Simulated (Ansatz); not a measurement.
Ansatz (an electronic-structure program) input for trifluoro(methoxy)methane (C2H3F3O), SMILES FC(F)(OC)F, PBE0-D3(BJ)/def2-SVP. 

Ansatz 0.2 input:
```yaml
crystal:
  periodic: [false, false, false]
  atoms:
    - {symbol: C, position_ang: [-0.01430270, -1.94151949, 0.00000000]}
    - {symbol: O, position_ang: [-0.77037678, -0.72334033, -0.00000001]}
    - {symbol: C, position_ang: [-0.05091406, 0.37983910, 0.00000000]}
    - {symbol: F, position_ang: [0.76290469, 0.49760303, 1.06798162]}
    - {symbol: F, position_ang: [-0.84821887, 1.43816660, 0.00000000]}
    - {symbol: F, position_ang: [0.76290470, 0.49760304, -1.06798162]}
    - {symbol: H, position_ang: [0.60692611, -2.00525423, -0.89520761]}
    - {symbol: H, position_ang: [0.60692610, -2.00525423, 0.89520761]}
    - {symbol: H, position_ang: [-0.75785209, -2.73304061, -0.00000000]}
basis:
  gaussian:
    orbitals: def2-SVP
hamiltonian:
  xc: pbe0
  dispersion: d3bj
relax: {f_tol: 0.002, max_steps: 200}
```

Log of the run:

```
WARN ansatz: RAYON_NUM_THREADS=2 ignored (pool sized by the plan → 2); use --threads N
Functional definition: PBE0
integrals: 0.05 GiB planned
1066 factors; integrals over basis functions are off by at most 2.3e-4 eV
mean field: 0.40 GiB planned
mean field evaluation 1: about -12294.9999 eV, gradient 4.9e1 eV
mean field evaluation 2: about -12293.0028 eV, gradient 6.2e1 eV
mean field evaluation 4: about -12299.0806 eV, gradient 1.4e0 eV
mean field evaluation 8: about -12299.1393 eV, gradient 4.9e-2 eV
mean field evaluation 16: about -12299.1393 eV, gradient 8.2e-6 eV
mean field -12299.13927469 eV, -451.9850316887 hartree, gradient 8.2e-6 eV, S^2 0.000000; 0 other end points of the search recorded, 0 dependent functions left out
the calculation of the forces begins
reference -12299.13929165 eV, -451.9850323122 hartree; 25, 25 occupied and 74, 74 virtual orbitals, 1066 factors
relax step   1: F+E_penalty+E_count = -12299.24703300 eV  Δ(F+E_penalty+E_count) = +0.000e0 eV  max|allowed force component| = 1.355e0 eV/Å  Δτ_max = 0.0000 Å  (27 SCF iters, accepted)
these checks for a lower state are left out or cut short: starts, cluster_reference, orbital_swaps, neighbouring_geometries, increment
integrals: 0.05 GiB planned
1066 factors; integrals over basis functions are off by at most 2.4e-4 eV
mean field: 0.40 GiB planned
mean field -12299.16280149 eV, -451.9858962827 hartree, gradient 2.1e-5 eV, S^2 0.000000; 0 other end points of the search recorded, 0 dependent functions left out
the calculation of the forces begins
reference -12299.16281848 eV, -451.9858969073 hartree; 25, 25 occupied and 74, 74 virtual orbitals, 1066 factors
relax step   2: F+E_penalty+E_count = -12299.27053221 eV  Δ(F+E_penalty+E_count) = -2.350e-2 eV  max|allowed force component| = 6.702e-1 eV/Å  Δτ_max = 0.0135 Å  (30 SCF iters, accepted)
these checks for a lower state are left out or cut short: starts, cluster_reference, orbital_swaps, neighbouring_geometries, increment
integrals: 0.05 GiB planned
1066 factors; integrals over basis functions are off by at most 2.4e-4 eV
mean field: 0.40 GiB planned
mean field evaluation 32: about -12299.1705 eV, gradient 2.0e-5 eV
mean field -12299.17051835 eV, -451.9861798723 hartree, gradient 2.0e-5 eV, S^2 0.000000; 0 other end points of the search recorded, 0 dependent functions left out
the calculation of the forces begins
reference -12299.17053534 eV, -451.9861804967 hartree; 25, 25 occupied and 74, 74 virtual orbitals, 1066 factors
relax step   3: F+E_penalty+E_count = -12299.27817369 eV  Δ(F+E_penalty+E_count) = -7.641e-3 eV  max|allowed force component| = 9.338e-2 eV/Å  Δτ_max = 0.0134 Å  (30 SCF iters, accepted)
these checks for a lower state are left out or cut short: starts, cluster_reference, orbital_swaps, neighbouring_geometries, increment
integrals: 0.05 GiB planned
1066 factors; integrals over basis functions are off by at most 2.4e-4 eV
mean field: 0.40 GiB planned
mean field -12299.17066286 eV, -451.9861851827 hartree, gradient 1.9e-5 eV, S^2 0.000000; 0 other end points of the search recorded, 0 dependent functions left out
the calculation of the forces begins
reference -12299.17067985 eV, -451.9861858073 hartree; 25, 25 occupied and 74, 74 virtual orbitals, 1066 factors
relax step   4: F+E_penalty+E_count = -12299.27827260 eV  Δ(F+E_penalty+E_count) = -9.891e-5 eV  max|allowed force component| = 4.581e-2 eV/Å  Δτ_max = 0.0040 Å  (24 SCF iters, accepted)
these checks for a lower state are left out or cut short: starts, cluster_reference, orbital_swaps, neighbouring_geometries, increment
integrals: 0.05 GiB planned
1066 factors; integrals over basis functions are off by at most 2.4e-4 eV
mean field: 0.40 GiB planned
mean field -12299.17070778 eV, -451.9861868334 hartree, gradient 1.0e-5 eV, S^2 0.000000; 0 other end points of the search recorded, 0 dependent functions left out
the calculation of the forces begins
reference -12299.17072477 eV, -451.9861874579 hartree; 25, 25 occupied and 74, 74 virtual orbitals, 1066 factors
relax step   5: F+E_penalty+E_count = -12299.27831616 eV  Δ(F+E_penalty+E_count) = -4.356e-5 eV  max|allowed force component| = 2.439e-3 eV/Å  Δτ_max = 0.0013 Å  (24 SCF iters, accepted)
these checks for a lower state are left out or cut short: starts, cluster_reference, orbital_swaps, neighbouring_geometries, increment
integrals: 0.05 GiB planned
1066 factors; integrals over basis functions are off by at most 2.4e-4 eV
mean field: 0.40 GiB planned
mean field -12299.17070453 eV, -451.9861867141 hartree, gradient 3.3e-5 eV, S^2 0.000000; 0 other end points of the search recorded, 0 dependent functions left out
the calculation of the forces begins
reference -12299.17072152 eV, -451.9861873386 hartree; 25, 25 occupied and 74, 74 virtual orbitals, 1066 factors
relax step   6: F+E_penalty+E_count = -12299.27831715 eV  Δ(F+E_penalty+E_count) = -9.899e-7 eV  max|allowed force component| = 8.364e-4 eV/Å  Δτ_max = 0.0005 Å  (19 SCF iters, accepted)
integrals: 0.05 GiB planned
1066 factors; integrals over basis functions are off by at most 2.4e-4 eV
mean field: 0.40 GiB planned
mean field evaluation 64: about -12299.1707 eV, gradient 1.1e-3 eV
mean field -12299.17070453 eV, -451.9861867141 hartree, gradient 3.3e-5 eV, S^2 0.000000; 1 other end points of the search recorded, 0 dependent functions left out
the calculation of the forces begins
reference -12299.17072152 eV, -451.9861873386 hartree; 25, 25 occupied and 74, 74 virtual orbitals, 1066 factors
Total energy: -12299.27833414 eV, -451.9901420295 hartree
Atom 0 at    -0.021776    -1.934621     0.000000 Å, force     0.000262     0.000342     0.000000 eV/Å
Atom 1 at    -0.753214    -0.721244    -0.000000 Å, force     0.000836     0.000161     0.000000 eV/Å
Atom 2 at    -0.034796     0.402803    -0.000000 Å, force    -0.000396    -0.000395     0.000000 eV/Å
Atom 3 at     0.760659     0.499133     1.072655 Å, force    -0.000132    -0.000146    -0.000439 eV/Å
Atom 4 at    -0.863021     1.428673     0.000000 Å, force    -0.000180    -0.000205    -0.000000 eV/Å
Atom 5 at     0.760659     0.499133    -1.072655 Å, force    -0.000132    -0.000146     0.000439 eV/Å
Atom 6 at     0.606799    -2.014375    -0.899911 Å, force     0.000184    -0.000083    -0.000067 eV/Å
Atom 7 at     0.606799    -2.014375     0.899911 Å, force     0.000184    -0.000083     0.000067 eV/Å
Atom 8 at    -0.764112    -2.740324     0.000000 Å, force    -0.000626     0.000555     0.000000 eV/Å
Dipole moment:     0.101749    -0.487009    -0.000000 e Å
```

The calculation finished and met its thresholds.

Cost: very roughly 22 core-seconds.
